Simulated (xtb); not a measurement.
BrHg, charge +1, singlet, geometry from GFN2-xTB (such geometries of metal compounds can be far from the true shape). Base run: GFN2-xTB in xtb.

xtb was given this input:
```
$ xtb mol.xyz --gfn 2 --chrg 1 --json

# file mol.xyz
2

Hg    -0.00000000    -0.00000000    -0.70933199
Br     0.00000000     0.00000000     1.62133027
```

The base run was repeated with changes; each row names its change, and settings that it needs were set with it.

```csv
change,ΔE vs base (kJ/mol),HOMO-LUMO gap (eV),G_solv (kcal/mol),SCF cycles
base,0.00,1.97,-,12
alpb = thf,-208.6,1.98,-49.88,11
etemp = 5000,-20.26,2.17,-,12
etemp = 10000,-114.2,2.51,-,11
gbsa = water,-230.5,1.98,-55.14,11
alpb = hexane,-149.0,2.00,-35.76,11
acc = 0.0001,0.00,1.97,-,15
acc = 1000,0.01,1.96,-,7
```

ALPB and GBSA are two models with their own fitted parameters for each solvent, which aren't always the measured dielectric constant.
